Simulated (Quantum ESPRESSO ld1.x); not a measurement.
Results of a calculation; reference values are marked as such.
The aim is the rubidium ion Rb2+ in [Ar] 3d10 4s2 4p5. This ld1.x (Quantum ESPRESSO 7.5) run was made with `OMP_NUM_THREADS=1 ld1.x < ld1.in > ld1.out`. Can the result be used? Name any fault.

```
 &input
    zed=37.0,
    iswitch=1,
    rel=2,
    dft='PBE',
    config='[Ar] 3d10 4s2 4p5 3f1',
    lsmall=.true.,
    prefix='ld1',
    max_out_wfc=37,
    file_charge='ld1.rho',
 /
```

Output (excerpt):

```
     Program LD1 v.7.5 starts

 %%%%%%%%%%%%%%%%%%%%%%%%%%%%%%%%%%%%%%%%%%%%%%%%%%%%%%%%%%%%%%%%%%%%%%%%%%%%%%
     Error in routine el_config (9):
     main/angular quantum number mismatch
 %%%%%%%%%%%%%%%%%%%%%%%%%%%%%%%%%%%%%%%%%%%%%%%%%%%%%%%%%%%%%%%%%%%%%%%%%%%%%%

     stopping ...
```

Answer. No (refused). The line at issue: config='[Ar] 3d10 4s2 4p5 3f1'. The program stops in el_config with "main/angular quantum number mismatch": l must be smaller than n. The sound input gives -2980.30 hartree.
